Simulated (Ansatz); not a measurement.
`CB(S)CCl` + H₂S → `CB(S)S` + `CCl`  (ligand exchange at a B–C bond)

Computed with Ansatz on PBE0-D4/def2-TZVP structures; ΔE is electronic, products minus reactants. CBS: MP2 limit from def2 TZ/QZ plus the TZ coupled-cluster correction, frozen cores. This one scheme is used for every species. DFT in def2-TZVPP. B3LYP here is the variant with VWN-RPA as its local correlation; programs differ in this. One conformer a species, not always the lowest.

| level | ΔE (kcal/mol) |
| --- | --- |
| PBE0-D4 | -15.7 |
| PBE | -16.0 |
| r2SCAN | -16.1 |
| B3LYP | -16.0 |
| SCS-MP2/def2-TZVPP | -16.0 |
| HF/def2-QZVPP | -16.9 |
| SCS-MP2/def2-QZVPP | -16.0 |
| CCSD/CBS(def2) | -15.1 |

Task: What does CCSD(T)/CBS give? (Best estimate.)

Result: Ansatz gave: -15.1 kcal/mol. The listed levels differ from it by -0.6, -0.9, -1.0, -0.9, -0.9, -1.8, -0.9, 0.0 kcal/mol.

Largest T1 diagnostic among the species: 0.013.

In def2-TZVPP, CCSD(T) changes the Hartree–Fock value by +1.9 kcal/mol (the triples alone add −0.0 kcal/mol) and MP2 by +1.1 kcal/mol.
